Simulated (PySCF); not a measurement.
System: C4H5GeO, net charge 0, doublet state. It need not be the lowest isomer of its formula. SMILES: [GeH3][c]1cc[c]o1
Geometry: optimised at B3LYP-D3(BJ)/def2-TZVP (Ansatz).

Dispersion corrections to the total energy (kcal/mol) from the dftd3 and dftd4 libraries through PySCF: D3(BJ) without and D4 with the three-body term, each with the damping fitted for the functional named.

```csv
functional,D3(BJ),D4
BP86,-9.95,-8.50
B2PLYP,-5.08,-4.41
PW6B95,-3.26,-5.48
BHLYP,-8.54,-7.68
TPSSh,…,-7.73
LC-wPBE,…,-7.03
BLYP,-13.01,…
```

### Question
What belongs in the gaps?

### Answer

- TPSSh, D3(BJ): -7.05
- LC-wPBE, D3(BJ): -5.84
- BLYP, D4: -13.99
